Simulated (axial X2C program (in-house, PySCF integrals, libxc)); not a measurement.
**SeF⁺ at several levels of theory**

Calculated with an in-house relativistic program for diatomic molecules. Spin-free means the one-electron spin-free X2C Hamiltonian; two-component (2c) means X2C with spin–orbit coupling and atomic mean-field two-electron Coulomb and Gaunt terms, so the difference of the two also holds small scalar two-electron terms. Basis: Se dyall-v3z [8s9p6d1f], F dyall-v3z [6s5p2d1f] (cores contracted in-house); Gaussian nuclei, density fitting, unrestricted open shells. Masses: Se 79.917 u, F 18.998 u.

State, spin-free: M_S = 1, Λ = 0 (beyond evenly filled blocks: π+α, π-α); electrons by block: σα: 10, σβ: 10, π+α: 5, π+β: 4, π-α: 5, π-β: 4, δ+α: 1, δ+β: 1, δ-α: 1, δ-β: 1. Fragments: Se+ + F.

State, 2c: Ω = 1 (⟨Sz⟩ = 1.00, ⟨Lz⟩ = 0.00 at PBE0); electrons by block: 1/2: 14, -1/2: 15, 3/2: 6, -3/2: 5, 5/2: 1, -5/2: 1. Fragments: Se+ + F.

```tsv
Hamiltonian	level	Re (Å)	ωe (cm⁻¹)	Be (cm⁻¹)	αe (cm⁻¹)	De (eV)	μ (D)
spin-free	PBE0	1.660	835.6	0.3987	0.00239	3.36	-1.88
spin-free	TPSS	1.683	790.7	0.3877	0.00241	3.71	-1.73
spin-free	B3LYP	1.674	808.0	0.3919	0.0024	3.48	-1.93
2c	PBE0	1.660	834.5	0.3984	0.00239	3.34	-1.88
2c	TPSS	1.684	789.7	0.3874	0.00241	3.69	-1.73
2c	B3LYP	1.675	806.8	0.3916	0.0024	3.46	-1.93
```

Dipoles are positive if F is the positive end and refer to the centre of mass.

One determinant describes the state; a PBE0 search over occupations chose it and may have missed a lower one. De is counted from the lowest determinant-based energies of the atoms at the same level, without counterpoise correction. Density functionals use the spin component along the axis (collinear). The 2c atoms are single determinants rather than J levels; their spin–orbit lowering is only partly caught, and De is too large by that part. This holds for PBE0, TPSS, B3LYP. Without a current term, density functionals place determinants with orbital angular momentum somewhat too high. With several unpaired electrons one determinant need not be a pure state. Open-shell Ω = 0 determinants with evenly filled partner blocks cannot be reached by this program, so the Ω shown need not be the lowest component. This is the Ω = 1 component of a π² triplet; the 0⁺ component is not one determinant and can lie lowest.

No reliable constants came from HF (2c), HF (spin-free), MP2 (2c), MP2 (spin-free): no minimum in range, unconverged points, a curve that is not smooth, a change of character along it, or the two Hamiltonians disagreeing along it.

Rough cost a point (2c) on 1 thread(s) of a shared host, integrals apart: PBE0 0.5 s, TPSS 0.7 s, B3LYP 0.6 s.

The whole task took 83 s on 1 thread of Arm Neoverse N1, on a shared host.
